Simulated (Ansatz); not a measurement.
The cluster Co2Si. Charge 0, multiplicity 1. Geometry B3LYP-D4/def2-TZVP; atoms count from 1.

```csv
atom,x (Å),y (Å),z (Å)
Co1,-1.0903,1.0041,1.3873
Co2,1.1081,-1.0414,-1.3450
Si3,-0.0178,0.0373,-0.0423
```

No other spin state of charge 0 was run. Another isomer (quintet) lies 4.94 eV lower at PBE0-D4/def2-TZVP; other spin states weren't run for this one.

Estimate the Mulliken populations from the PBE0/def2-TZVP orbitals of Ansatz.


| atom | charge (e) | d electrons |
| --- | --- | --- |
| Co1 | 0.10 | 8.11 |
| Co2 | 0.10 | 8.11 |
| Si3 | -0.20 | – |
Mulliken values and Mayer orders depend strongly on the basis.

And the Mayer bond orders between bonded heavy atoms (over 0.3)?

Co1–Si3 1.90 (2.03 Å); Co2–Si3 1.90 (2.03 Å). Values over 0.3 also appear between atoms too far apart for a bond (Co1–Co2 0.63 at 4.06 Å); they arise where an orbital or an unpaired electron spreads over both atoms.
